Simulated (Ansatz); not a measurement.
The same molecule with X = V, Nb, Ta. Ansatz, PBE0-D4/def2-TZVP geometries, multiplicity 1. Each molecule was computed in one conformer, which needn't be the lowest.

Elements past krypton have def2 core potentials. Scalar relativity is left out up to krypton.

```tsv
X	molecule	mean X–N bond length / Å	mean X–O bond length / Å	LUMO energy (PBE/def2-TZVPP) / eV	HOMO energy (ωB97M-V/def2-TZVPP) / eV	HOMO–LUMO gap (B3LYP/def2-TZVPP) / eV
Nb	`[NH2][Nb](=[O])([OH])[OH]`	1.969	1.837	-1.59	-10.40	6.80
Ta	`[NH2][Ta](=[O])([OH])[OH]`	1.979	1.851	-1.10	-10.36	7.12
```

Q: Give the row for X = V, `[NH2][V](=[O])([OH])[OH]`. (Best estimate.)

A: The calculation gave: 
| X | molecule | mean X–N bond length / Å | mean X–O bond length / Å | LUMO energy (PBE/def2-TZVPP) / eV | HOMO energy (ωB97M-V/def2-TZVPP) / eV | HOMO–LUMO gap (B3LYP/def2-TZVPP) / eV |
| --- | --- | --- | --- | --- | --- | --- |
| V | `[NH2][V](=[O])([OH])[OH]` | 1.821 | 1.704 | -3.02 | -10.48 | 5.52 |

From V to Ta the mean X–N bond length rises at each step, by 0.158 Å in all; the mean X–O bond length rises at each step, by 0.147 Å in all; the LUMO energy (PBE/def2-TZVPP) rises at each step, by 1.92 eV in all; the HOMO energy (ωB97M-V/def2-TZVPP) rises at each step, by 0.12 eV in all; the HOMO–LUMO gap (B3LYP/def2-TZVPP) rises at each step, by 1.60 eV in all.

B3LYP here is the variant with VWN-RPA as its local correlation; programs differ in this.
